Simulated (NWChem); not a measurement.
AlH3SO2; SMILES [Al]([SH])([OH])[OH]

```xyz
7

Al     0.0674     0.4585     0.0000
O     -1.2018     1.5822     0.0000
H     -2.1422     1.4029     0.0000
O      1.6771     0.9895     0.0000
H      1.9462     1.9094     0.0000
S     -0.2586    -1.6936     0.0000
H      1.0708    -1.9394     0.0000
```
Atoms are numbered in this order, from 1.

Program: NWChem. Coordinates come from a PBE0/def2-SVP optimisation. GIAO values for the isolated, static molecule; σ is the absolute isotropic shielding, δ = σ(reference) − σ with the isolated reference molecule computed at the same levels (1H: tetramethylsilane, 17O: water).

Among these, which level gives the highest value of “δ H5 (ppm)”?
A) BHandHLYP/pcSseg-1
B) PBE/pcSseg-1
C) KT2/pcSseg-1

A, BHandHLYP/pcSseg-1. Values: PBE/pcSseg-1 1.44; KT2/pcSseg-1 1.44; BHandHLYP/pcSseg-1 1.62
